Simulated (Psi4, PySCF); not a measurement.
H2AsBF2, singlet, at a GFN2-xTB geometry. Base run: BHANDHLYP/6-31G, TDDFT (PySCF).

PySCF was given this input:
```python
from pyscf import gto, scf, dft, tdscf

mol = gto.M(
    atom='''
B     0.758288    0.616239   -0.178636
As   -0.768122   -0.632709    0.228352
H    -0.437938   -1.530715   -0.925185
H    -1.725950    0.140872   -0.626179
F     0.651615    1.930586   -0.128184
F     1.983993    0.201419   -0.437490
''',
    basis='6-31g',
    charge=0,
    spin=0,
    verbose=4,
)

mf = dft.RKS(mol)
mf.xc = 'bhandhlyp'
mf.kernel()
td = mf.TDDFT()
td.nstates = 5
td.kernel()
td.analyze()
```

Programs used: Psi4, PySCF; a row that names a program was run with it.

Each row names what was changed in the base input (with any setting that the change needs).

```
change                           first excitation (eV)  oscillator strength of the first  second (eV)
-------------------------------  ---------------------  --------------------------------  -----------
base                                              6.97                             0.101         7.54
code = psi4                                       6.97                             0.100         7.55
conv_tol = 1e-3                                   6.97                             0.101         7.54
functional = b3lyp                                   …                                 …            …
response = Tamm-Dancoff                              …                                 …            …
guess vectors = 13 for 5 states                   6.97                             0.101         7.54
functional = wb97x                                6.96                             0.101         7.44
functional = hf                                   7.77                             0.147         7.89
nstates = 10                                      6.97                             0.101         7.54
functional = pbe                                     …                                 …            …
```

Fill in the missing entries.


- functional = b3lyp, first excitation (eV): 6.39
- functional = b3lyp, oscillator strength of the first: 0.088
- functional = b3lyp, second (eV): 7.25
- response = Tamm-Dancoff, first excitation (eV): 7.05
- response = Tamm-Dancoff, oscillator strength of the first: 0.117
- response = Tamm-Dancoff, second (eV): 7.60
- functional = pbe, first excitation (eV): 5.98
- functional = pbe, oscillator strength of the first: 0.087
- functional = pbe, second (eV): 7.06

An iterative solver can miss low states, so a row lists the states that it found.
